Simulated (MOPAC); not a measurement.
MOPAC input (PM6):

```
PM6 FORCE THERMO(298,298) PRECISE LET CHARGE=-1 GEO-OK AUX(PRECISION=9) THREADS=1
CH4BS2

C    -1.57667346 1   -0.96354666 1    0.26887077 1
B    -0.31853852 1   -0.03112091 1    0.02697722 1
S    -0.33384150 1    1.65875230 1   -0.25451089 1
S     1.29969210 1   -0.94395451 1    0.06898095 1
H    -1.63697224 1   -1.72310610 1   -0.50609758 1
H    -2.47096675 1   -0.33979873 1    0.22571598 1
H    -1.51701428 1   -1.42969910 1    1.24881725 1
H     0.90806319 1   -2.20857443 1    0.30718622 1
```

Output:

```
 *******************************************************************************
 **                                                                           **
 **                              MOPAC v23.2.5                                **
 **                                                                           **
 *******************************************************************************
 ** MOPAC's Digital Object Identifier: https://doi.org/10.5281/zenodo.6511958 **
 **                                                                           **
 ** Please cite the open-source release paper for use of this MOPAC version:  **
 ** J. E. Moussa and J. J. P. Stewart (2026)                                  **
 ** MOPAC: An open-source semiempirical molecular orbital program             **
 ** J. Open Source Softw., 11(119), 8025, https://doi.org/10.21105/joss.08025 **
 *******************************************************************************

                              PM6 CALCULATION RESULTS

 *******************************************************************************
 *  PM6        - The PM6 Hamiltonian to be used
 *  GEO-OK     - OVERRIDE INTERATOMIC DISTANCE AND OTHER SAFETY CHECKS
 *
 *
 *
 *                 CHARGE ON SYSTEM = -1
 *
 *
 *
 *  LET        - OVERRIDE SOME SAFETY CHECKS
 *  PRECISE    - TIGHTER CRITERIA TO BE USED
 *  FORCE      - FORCE CALCULATION SPECIFIED
 *  AUX        - OUTPUT AUXILIARY INFORMATION
 *  THERMO     - THERMODYNAMIC QUANTITIES TO BE CALCULATED
 *******************************************************************************
PM6 FORCE THERMO(298,298) PRECISE LET CHARGE=-1 GEO-OK AUX(PRECISION=9) THREADS=1
 CH4BS2

   ATOM   CHEMICAL          X               Y               Z
  NUMBER   SYMBOL      (ANGSTROMS)     (ANGSTROMS)     (ANGSTROMS)

     1       C         -1.57667346  *  -0.96354666  *   0.26887077  *
     2       B         -0.31853852  *  -0.03112091  *   0.02697722  *
     3       S         -0.33384150  *   1.65875230  *  -0.25451089  *
     4       S          1.29969210  *  -0.94395451  *   0.06898095  *
     5       H         -1.63697224  *  -1.72310610  *  -0.50609758  *
     6       H         -2.47096675  *  -0.33979873  *   0.22571598  *
     7       H         -1.51701428  *  -1.42969910  *   1.24881725  *
     8       H          0.90806319  *  -2.20857443  *   0.30718622  *

          CARTESIAN COORDINATES

    NO.       ATOM           X           Y           Z

     1         C         -1.5767     -0.9635      0.2689
     2         B         -0.3185     -0.0311      0.0270
     3         S         -0.3338      1.6588     -0.2545
     4         S          1.2997     -0.9440      0.0690
     5         H         -1.6370     -1.7231     -0.5061
     6         H         -2.4710     -0.3398      0.2257
     7         H         -1.5170     -1.4297      1.2488
     8         H          0.9081     -2.2086      0.3072

 General Reference for PM6:
[...]
 EFFECTIVE MASS      4.0426
 FORCE CONSTANT      0.7629

 VIBRATION         14    5A"         ATOM PAIR     ENERGY CONTRIBUTION    RADIAL
 FREQUENCY          1264.90         C 1 -- H 6         +55.4% ( 64.5%)      0.0%
 TRANSITION DIPOLE   0.4916         C 1 -- H 7         +19.8% ( 38.6%)     11.8%
 TRAVEL (Ang.)       0.3500         C 1 -- H 5         +19.8% ( 38.6%)     11.8%
 REDUCED MASS        0.4352         C 1 -- B 2          +4.9% ( 19.2%)      0.0%
 EFFECTIVE MASS      1.5783
 FORCE CONSTANT      0.4103

 VIBRATION         15   10A'         ATOM PAIR     ENERGY CONTRIBUTION    RADIAL
 FREQUENCY          2702.33         C 1 -- H 6         +64.9% ( 82.9%)     99.5%
 TRANSITION DIPOLE   0.4657         C 1 -- H 5         +17.1% ( 42.6%)     85.5%
 TRAVEL (Ang.)       0.2231         C 1 -- H 7         +17.1% ( 42.6%)     85.5%
 REDUCED MASS        0.5015         C 1 -- B 2          +0.9% (  9.9%)      0.2%
 EFFECTIVE MASS      1.4788
 FORCE CONSTANT      2.1579

 VIBRATION         16    6A"         ATOM PAIR     ENERGY CONTRIBUTION    RADIAL
 FREQUENCY          2709.52         C 1 -- H 7         +49.1% ( 72.1%)     97.7%
 TRANSITION DIPOLE   0.4419         C 1 -- H 5         +49.1% ( 72.1%)     97.7%
 TRAVEL (Ang.)       0.2217         C 1 -- B 2          +0.9% (  9.8%)      0.0%
 REDUCED MASS        0.5061         C 1 -- H 6          +0.8% (  9.4%)      0.0%
 EFFECTIVE MASS      1.4828
 FORCE CONSTANT      2.1893

 VIBRATION         17   11A'         ATOM PAIR     ENERGY CONTRIBUTION    RADIAL
 FREQUENCY          2736.29         S 4 -- H 8         +99.9% (100.0%)    100.0%
 TRANSITION DIPOLE   0.5250
 TRAVEL (Ang.)       0.1589
 REDUCED MASS        0.9764
 EFFECTIVE MASS      1.3093
 FORCE CONSTANT      4.3074

 VIBRATION         18   12A'         ATOM PAIR     ENERGY CONTRIBUTION    RADIAL
 FREQUENCY          2776.03         C 1 -- H 6         +33.6% ( 55.8%)     97.3%
 TRANSITION DIPOLE   0.4837         C 1 -- H 7         +33.1% ( 55.4%)     97.1%
 TRAVEL (Ang.)       0.2723         C 1 -- H 5         +33.1% ( 55.4%)     97.1%
 REDUCED MASS        0.3276         C 1 -- B 2          +0.2% (  3.9%)     99.2%
 EFFECTIVE MASS      1.1042
 FORCE CONSTANT      1.4876

      SYMMETRY NUMBER FOR POINT-GROUP Cs  =  1

          SYSTEM IS A GROUND STATE

 CH4BS2

          MOLECULE IS NOT LINEAR

          THERE ARE 18 GENUINE VIBRATIONS IN THIS SYSTEM
          THIS THERMODYNAMICS CALCULATION IS LIMITED TO
          MOLECULES WHICH HAVE NO INTERNAL ROTATIONS

                    CALCULATED THERMODYNAMIC PROPERTIES
                                          *
   TEMP. (K)   PARTITION FUNCTION   H.O.F.    ENTHALPY  HEAT CAPACITY ENTROPY
                                   KCAL/MOL   CAL/MOLE    CAL/K/MOL  CAL/K/MOL

 298.00  VIB.     0.1861D+02                  2052.8922    13.3984    12.6992
         ROT.     0.1374D+06                   888.2803     2.9808    26.4910
         INT.     0.2558D+07                  2941.1725    16.3792    39.1901
         TRA.     0.8389D+27                  1480.4672     4.9680    39.4337
         TOT.                      -74.430    4421.6397    21.3472    78.6239

   *: NOTE: HEATS OF FORMATION ARE RELATIVE TO THE
            ELEMENTS IN THEIR STANDARD STATE AT 298K
              (=  Standard Enthalpy of Formation).

            Hvib:  Zero-point energy is not included.
                   frequencies of less than zero cm-1 are not included.
            Hrot = (3/2)RT
            Htra = (3/2)RT + pV = (5/2)RT

            Heat capacity is Cp, not Cv

          For more information, see: HTTP://OpenMOPAC.net/Manual/thermochemistry.html

           FORCE CONSTANT IN CARTESIAN COORDINATES (Millidynes/A)

    ATOM   CHEMICAL       X               Y               Z
   NUMBER   SYMBOL  FORCE CONSTANT  FORCE CONSTANT  FORCE CONSTANT

      1       C        6.074429        6.092015        5.917780
      2       B        6.302194        4.591293        1.229356
      3       S        1.768945        2.792719        0.122346
      4       S        3.895738        3.493043        0.109383
      5       H        0.952906        1.283218        2.952299
      6       H        0.897500        3.780417        0.544705
      7       H        0.952904        1.283222        2.952297
      8       H        2.879419        1.731041        0.039052

 **********************
 *                    *
 * JOB ENDED NORMALLY *
 *                    *
 **********************

 == MOPAC DONE ==
```

The dipole moment of an ion depends on the origin.
